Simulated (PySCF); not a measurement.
## Si3H8N2

Si3H8N2 is a silylene (divalent Si1, bonded to 2 N), neutral, singlet. The structure, one conformer, was relaxed in the gas phase by PBE0-D3(BJ)/def2-SVP. No frequency run checks that it is a minimum.

SMILES: N[Si]N([SiH3])[SiH3]

| atom | x (Å) | y (Å) | z (Å) |
| --- | --- | --- | --- |
| Si1 | -0.493 | 1.727 | 0.316 |
| N2 | 0.343 | 0.184 | 0.053 |
| Si3 | 2.082 | 0.264 | 0.363 |
| Si4 | -0.373 | -1.357 | -0.390 |
| N5 | -2.143 | 1.323 | 0.043 |
| H6 | 2.761 | 1.217 | -0.565 |
| H7 | 2.368 | 0.690 | 1.766 |
| H8 | 2.647 | -1.104 | 0.156 |
| H9 | -0.788 | -2.152 | 0.808 |
| H10 | -1.591 | -1.130 | -1.227 |
| H11 | 0.590 | -2.169 | -1.190 |
| H12 | -2.846 | 2.049 | 0.130 |
| H13 | -2.549 | 0.441 | -0.256 |

Shieldings: GIAO PBE0/pcSseg-1. Shifts are against computed references at the same level: H TMS (σ 31.27 ppm), Si TMS (σ 352.0 ppm). Core levels by delta-SCF with SCAN, pcX-2 on the ionised atom and pcseg-1 elsewhere, spin-free X2C (2p3/2 is the spin-free 2p value less a third of a first-order spin-orbit splitting); from the vacuum level, for chosen atoms.

(1) Give the NMR and core-level values of the distinct atoms.

(2) Which of Si1, Si3, Si4 holds its core electrons tightest, and by how much against the loosest?

(3) By CAM-B3LYP/def2-SVPD (TDDFT singlets, Tamm-Dancoff triplets, ionisation by delta-SCF), where does absorption start, and what does vertical ionisation take?

Answers

(1) 
```json
{"atoms": "Si1", "bonded to": "2 N", "σ (ppm)": "193.8", "δ (ppm)": "158.2", "core level (eV)": "2p3/2 106.74"}
{"atoms": "N2", "bonded to": "3 Si", "σ (ppm)": "194.1", "δ (ppm)": "-", "core level (eV)": "1s 403.69"}
{"atoms": "Si3", "bonded to": "1 N + 3 H", "σ (ppm)": "396.3", "δ (ppm)": "-44.3", "core level (eV)": "2p3/2 106.99"}
{"atoms": "Si4", "bonded to": "1 N + 3 H", "σ (ppm)": "418.2", "δ (ppm)": "-66.2", "core level (eV)": "2p3/2 107.04"}
{"atoms": "N5", "bonded to": "1 Si + 2 H", "σ (ppm)": "141.3", "δ (ppm)": "-", "core level (eV)": "1s 404.68"}
{"atoms": "H6 H7 H8", "bonded to": "1 Si", "σ (ppm)": "26.45", "δ (ppm)": "4.82", "core level (eV)": "-"}
{"atoms": "H9 H10 H11", "bonded to": "1 Si", "σ (ppm)": "26.54", "δ (ppm)": "4.72", "core level (eV)": "-"}
{"atoms": "H12", "bonded to": "1 N", "σ (ppm)": "27.38", "δ (ppm)": "3.89", "core level (eV)": "-"}
{"atoms": "H13", "bonded to": "1 N", "σ (ppm)": "26.89", "δ (ppm)": "4.38", "core level (eV)": "-"}
```

Values are those of this one static structure, with the three H of a rotating XH3 group averaged; atoms that internal rotation interchanges would show their mean in an NMR spectrum.

(2) Si4 (bonded to 1 N + 3 H), by 0.30 eV over Si1 (bonded to 2 N).

(3) The lowest singlet lies at 4.84 eV (f 0.068), the strongest of the first 6 at 6.17 eV (f 0.278), the lowest triplet at 3.03 eV; vertical ionisation takes 8.78 eV.
